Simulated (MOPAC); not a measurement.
Input file for MOPAC: AM1 on C2H6OSi (SMILES CO[Si]C), a point of a torsion scan.

```
AM1 1SCF PRECISE CHARGE=0 THREADS=1
C2H6OSi

C      2.09285668 1    -0.25556819 1    -0.05281409 1
O      0.77520316 1     0.08735194 1    -0.32567731 1
Si    -0.51942799 1     0.68658338 1     0.47340232 1
C     -0.83824255 1    -0.61111232 1     1.86372931 1
H      2.67801129 1     0.64889492 1     0.14172853 1
H      2.50691029 1    -0.76534955 1    -0.92528598 1
H      2.16909769 1    -0.91797793 1     0.81561246 1
H     -0.80957857 1    -1.62700482 1     1.46470489 1
H     -1.80975523 1    -0.47129755 1     2.33378323 1
H     -0.08977059 1    -0.55211261 1     2.65734197 1
```

Output:

```
*******************************************************************************
 **                                                                           **
 **                              MOPAC v23.2.5                                **
 **                                                                           **
 *******************************************************************************
 ** MOPAC's Digital Object Identifier: https://doi.org/10.5281/zenodo.6511958 **
 **                                                                           **
 ** Please cite the open-source release paper for use of this MOPAC version:  **
 ** J. E. Moussa and J. J. P. Stewart (2026)                                  **
 ** MOPAC: An open-source semiempirical molecular orbital program             **
 ** J. Open Source Softw., 11(119), 8025, https://doi.org/10.21105/joss.08025 **
 *******************************************************************************

                              AM1 CALCULATION RESULTS

 *******************************************************************************
 *  AM1        - The AM1 Hamiltonian to be used
 *
 *
 *
 *                 CHARGE ON SYSTEM = 0
 *
 *
 *
 *  PRECISE    - TIGHTER CRITERIA TO BE USED
 *  1SCF       - DO 1 SCF AND THEN STOP
 *  THREADS=1  - MULTI-THREADING NOT USED
 *  T=         - A TIME OF 172800.0 SECONDS REQUESTED
 *  DUMP=N     - RESTART FILE WRITTEN EVERY 7200.0 SECONDS REQUESTED
 *******************************************************************************
AM1 1SCF PRECISE CHARGE=0 THREADS=1
 C2H6OSi

   ATOM   CHEMICAL          X               Y               Z
  NUMBER   SYMBOL      (ANGSTROMS)     (ANGSTROMS)     (ANGSTROMS)

     1       C          2.09285668  *  -0.25556819  *  -0.05281409  *
     2       O          0.77520316  *   0.08735194  *  -0.32567731  *
     3      Si         -0.51942799  *   0.68658338  *   0.47340232  *
     4       C         -0.83824255  *  -0.61111232  *   1.86372931  *
     5       H          2.67801129  *   0.64889492  *   0.14172853  *
     6       H          2.50691029  *  -0.76534955  *  -0.92528598  *
     7       H          2.16909769  *  -0.91797793  *   0.81561246  *
     8       H         -0.80957857  *  -1.62700482  *   1.46470489  *
     9       H         -1.80975523  *  -0.47129755  *   2.33378323  *
    10       H         -0.08977059  *  -0.55211261  *   2.65734197  *



          CARTESIAN COORDINATES

    NO.       ATOM           X           Y           Z

     1         C          2.0929     -0.2556     -0.0528
     2         O          0.7752      0.0874     -0.3257
     3        Si         -0.5194      0.6866      0.4734
     4         C         -0.8382     -0.6111      1.8637
     5         H          2.6780      0.6489      0.1417
     6         H          2.5069     -0.7653     -0.9253
     7         H          2.1691     -0.9180      0.8156
     8         H         -0.8096     -1.6270      1.4647
     9         H         -1.8098     -0.4713      2.3338
    10         H         -0.0898     -0.5521      2.6573

  H: (AM1): M.J.S. DEWAR ET AL, J. AM. CHEM. SOC. 107 3902-3909 (1985)
  C: (AM1): M.J.S. DEWAR ET AL, J. AM. CHEM. SOC. 107 3902-3909 (1985)
  O: (AM1): M.J.S. DEWAR ET AL, J. AM. CHEM. SOC. 107 3902-3909 (1985)
 Si: (AM1): M.J.S.DEWAR, C. JIE, ORGANOMETALLICS, 6, 1486-1490 (1987).

           Empirical Formula: C2 H6 O Si  =    10 atoms



      MOLECULAR POINT GROUP   :   C1


      RHF CALCULATION, NO. OF DOUBLY OCCUPIED LEVELS = 12


 -------------------------------------------------------------------------------
 AM1 1SCF PRECISE CHARGE=0 THREADS=1
 C2H6OSi



     1SCF WAS SPECIFIED, SO BFGS WAS NOT USED
     SCF FIELD WAS ACHIEVED


                              AM1 CALCULATION
                                                       MOPAC v23.2.5 Linux




          FINAL HEAT OF FORMATION =        -23.01278 KCAL/MOL =     -96.28548 KJ/MOL


          COSMO AREA              =        121.82 SQUARE ANGSTROMS
          COSMO VOLUME            =        111.94 CUBIC ANGSTROMS

          IONIZATION POTENTIAL    =          7.473164 EV
          HOMO LUMO ENERGIES (EV) =         -7.473 -0.395
          NO. OF FILLED LEVELS    =         12
          MOLECULAR WEIGHT        =         74.1543         POINT GROUP:  C1

          MOLECULAR DIMENSIONS (Angstroms)

            Atom       Atom       Distance
            H     9    H     6     5.41679
            H     8    H     5     2.67936
           Si     3    H    10     2.34642


          SCF CALCULATIONS        =          1





   ATOM   CHEMICAL          X               Y               Z
  NUMBER   SYMBOL      (ANGSTROMS)     (ANGSTROMS)     (ANGSTROMS)

     1       C          2.09285668  *  -0.25556819  *  -0.05281409  *
     2       O          0.77520316  *   0.08735194  *  -0.32567731  *
     3      Si         -0.51942799  *   0.68658338  *   0.47340232  *
     4       C         -0.83824255  *  -0.61111232  *   1.86372931  *
     5       H          2.67801129  *   0.64889492  *   0.14172853  *
     6       H          2.50691029  *  -0.76534955  *  -0.92528598  *
     7       H          2.16909769  *  -0.91797793  *   0.81561246  *
     8       H         -0.80957857  *  -1.62700482  *   1.46470489  *
     9       H         -1.80975523  *  -0.47129755  *   2.33378323  *
    10       H         -0.08977059  *  -0.55211261  *   2.65734197  *

                             CARTESIAN COORDINATES

   1    C        2.092856680    -0.255568190    -0.052814090
   2    O        0.775203160     0.087351940    -0.325677310
   3   Si       -0.519427990     0.686583380     0.473402320
   4    C       -0.838242550    -0.611112320     1.863729310
   5    H        2.678011290     0.648894920     0.141728530
   6    H        2.506910290    -0.765349550    -0.925285980
   7    H        2.169097690    -0.917977930     0.815612460
   8    H       -0.809578570    -1.627004820     1.464704890
   9    H       -1.809755230    -0.471297550     2.333783230
  10    H       -0.089770590    -0.552112610     2.657341970


           Empirical Formula: C2 H6 O Si  =    10 atoms



      MOLECULAR POINT GROUP   :   C1


                  EIGENVALUES
 -37.87780 -28.40829 -27.64471 -17.92780 -16.08600 -16.02704 -13.37726 -13.26585
 -12.48792 -11.64712 -10.89896  -7.47316  -0.39504   1.39297   2.56711   4.21584
   4.26856   4.60740   4.70256   4.82474   5.64061   5.83528


              NET ATOMIC CHARGES AND DIPOLE CONTRIBUTIONS

  ATOM NO.   TYPE          CHARGE      No. of ELECS.   s-Pop       p-Pop
    1          C           0.027156        3.9728     1.21426     2.75858
    2          O          -0.612196        6.6122     1.80646     4.80574
    3         Si           0.803884        3.1961     1.49304     1.70308
    4          C          -0.634284        4.6343     1.28475     3.34954
    5          H           0.047910        0.9521     0.95209
    6          H           0.080258        0.9197     0.91974
    7          H           0.042458        0.9575     0.95754
    8          H           0.082885        0.9171     0.91712
    9          H           0.089326        0.9107     0.91067
   10          H           0.072603        0.9274     0.92740
 DIPOLE           X         Y         Z       TOTAL
 POINT-CHG.    -0.563     2.847    -0.546     2.953
 HYBRID         2.270    -3.436     1.611     4.422
 SUM            1.706    -0.589     1.065     2.096


          ATOMIC ORBITAL ELECTRON POPULATIONS

     Atom    s        px        py        pz
    1  C   1.21426   0.78657   0.97735   0.99466
    2  O   1.80646   1.28134   1.79146   1.73294
    3 Si   1.49304   0.56243   0.73439   0.40627
    4  C   1.28475   1.04728   1.14328   1.15898
    5  H   0.95209
    6  H   0.91974
    7  H   0.95754
    8  H   0.91712
    9  H   0.91067
   10  H   0.92740

 **********************
 *                    *
 * JOB ENDED NORMALLY *
 *                    *
 **********************




 == MOPAC DONE ==
```

The run finished.

Cost: about 0.020 core-seconds (a rough figure).
